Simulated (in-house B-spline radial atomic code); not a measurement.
The numbers below are computed, except where a source is named.
# C6 from the polarisability at imaginary frequency: Pd

CAM-B3LYP linear response of the closed shell [Kr] 4d10, from an all-electron radial atomic-structure program (B-spline basis); scalar-relativistic (spin-free one-electron X2C), finite nucleus, no spin-orbit coupling; shells from n = 2 respond.

The dispersion coefficient of two like species is C6 = (3/π) ∫ α(iu)² du from 0 to ∞.

```
u (hartree)  α(iu) (bohr³)
          0          26.53
       0.03          26.11
       0.07          24.49
       0.12          21.72
        0.2           17.6
        0.3          13.94
       0.45           10.5
        0.7          7.277
          1          5.147
        1.5          3.265
        2.5          1.665
          5          0.571
```

Q: Fit one oscillator, α(iu) = α(0)/(1 + u²/ω²), through u = 0.45 and estimate C6.

A: From α(0)/α(iu) − 1 = 26.53/10.5 − 1 = 1.5267, ω = u/√1.5267 = 0.3642 hartree (9.9 eV). London's formula gives C6 = (3/4) α(0)² ω = 0.75 × 26.53² × 0.3642 = 192.3 hartree·bohr⁶, and the oscillator holds f = α(0) ω² = 3.52 electrons, of a sum of oscillator strengths of 44.5.

Q: How does that compare with the full integral?

A: The program's quadrature over all excitations gives C6 = 189.9, so the single oscillator is off by +1.2 %. At the last point the fit gives α = 0.14 against 0.571: higher excitations, and deeper shells where there are any, keep the true curve higher at large u.
